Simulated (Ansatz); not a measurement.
A nudged elastic band was laid between two geometries of C₂H₈S₂Si (13 atoms, charge 0, multiplicity 1).

Computed with RKS r2SCANh-D4/6-31G (Ansatz 0.2.0).

```json
{"movable images": "7", "climbing image": "yes", "spring": "5.0 eV/Å²", "optimiser": "quadratic models (default)", "start path": "IDPP", "force threshold": "0.03 eV/Å", "iteration limit": "20", "end points": "relaxed"}
```

Image 0:

```xyz
13
Properties=species:S:1:pos:R:3
C -1.784 0.036 0.819
Si 0.106 -0.129 0.968
C 0.799 -1.042 -0.568
S 0.530 -0.085 -2.185
S 2.120 1.475 -2.025
H -2.193 0.624 1.645
H -2.261 -0.949 0.831
H -2.042 0.532 -0.121
H 0.489 -0.908 2.198
H 0.751 1.227 1.048
H 1.863 -1.273 -0.489
H 0.260 -1.982 -0.733
H 1.382 2.439 -1.372
```

Image 8:

```xyz
13
Properties=species:S:1:pos:R:3
C -1.298 0.622 1.045
Si 0.547 0.189 1.205
C 1.267 -0.605 -0.387
S 1.015 0.460 -1.939
S -1.082 -0.084 -2.494
H -1.668 1.039 1.986
H -1.890 -0.262 0.798
H -1.451 1.365 0.258
H 0.766 -0.794 2.328
H 1.357 1.420 1.495
H 2.356 -0.696 -0.307
H 0.864 -1.600 -0.590
H -0.762 -1.088 -3.384
```

Q: What changes between the two ends?

A: No bond is made or broken. The dihedral Si2–C3–S4–S5 goes from 77 to -82°.

Q: What energy profile does the band end with?

A: The forces met the threshold. The highest image is number 4 of 0 to 8, 7.3 kJ/mol above the first end and 5.2 kJ/mol above the last; the last end lies 2.1 kJ/mol above the first. A vibrational analysis at the climbing image gives one clearly imaginary mode, 60i cm⁻¹: a first-order saddle point. Limits of this set-up: no polarisation functions.

| image | path coordinate (Å) | energy (kJ/mol) | dihedral Si2–C3–S4–S5 (°) |
| --- | --- | --- | --- |
| 0 | 0.00 | 0.0 | 77 |
| 1 | 0.85 | 0.6 | 69 |
| 2 | 1.70 | 1.6 | 60 |
| 3 | 2.55 | 4.3 | 39 |
| 4 | 3.40 | 7.3 | 6 |
| 5 | 4.43 | 3.8 | -34 |
| 6 | 5.45 | 3.6 | -58 |
| 7 | 6.47 | 3.6 | -73 |
| 8 | 7.49 | 2.1 | -82 |

Q: What is the geometry of the highest image?

A: 
```xyz
13
Properties=species:S:1:pos:R:3:forces:R:3
C -1.291 0.436 1.024 0.00 -0.01 0.00
Si 0.515 -0.165 0.955 0.00 0.00 0.00
C 0.882 -1.228 -0.607 -0.01 0.00 -0.01
S 0.852 -0.433 -2.322 0.00 0.00 0.02
S 0.556 1.764 -1.993 0.00 0.00 0.00
H -1.502 0.878 2.002 0.00 0.00 0.00
H -1.977 -0.403 0.874 0.00 0.00 0.00
H -1.486 1.190 0.259 0.00 0.00 0.00
H 0.759 -1.125 2.092 0.00 0.00 0.00
H 1.501 0.956 1.070 0.00 0.00 0.00
H 1.879 -1.664 -0.499 0.00 0.00 0.00
H 0.144 -2.036 -0.649 0.00 0.00 0.00
H -0.811 1.797 -2.189 0.00 -0.01 0.00
```

Q: What are the harmonic wavenumbers there?

A: 60i, 75, 126, 142, 174, 293, 299, 435, 465, 561, 644, 677, 747, 770, 803, 856, 930, 935, 945, 1148, 1218, 1363, 1485, 1517, 1523, 2159, 2212, 2493, 3078, 3095, 3176, 3178, 3197 cm⁻¹.

Run time: 23 min on 1 thread of Intel(R) Xeon(R) Processor @ 2.50GHz (Skylake/Cascade Lake), on a shared host, peak memory 0.22 GiB.
